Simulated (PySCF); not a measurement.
Vertical excitations of a molecule C3H6OSi from TDA-PBE0/def2-SVPD run with PySCF 2.14.0, as energy in eV (oscillator strength): 3.21 (0.002), 5.47 (0.072), 5.82 (0.002), 6.07 (0.013), 6.86 (0.013), 7.10 (0.000), 7.17 (0.116), 7.32 (0.025), 7.39 (0.032), 7.61 (0.061). Lowest triplet (TDA): 2.49 eV. The structure is a stationary point at PBE-D3(BJ)/def2-SVP. A frequency run showed that this geometry is not a minimum. The values are those of a single conformer.

Q: Which molecule gave these data?
(A) C=C=C[SiH2]O
(B) C=C[SiH2]C=O
(C) O=C1CC[SiH2]1
(D) [SiH3]C1=CCO1

A: C, O=C1CC[SiH2]1
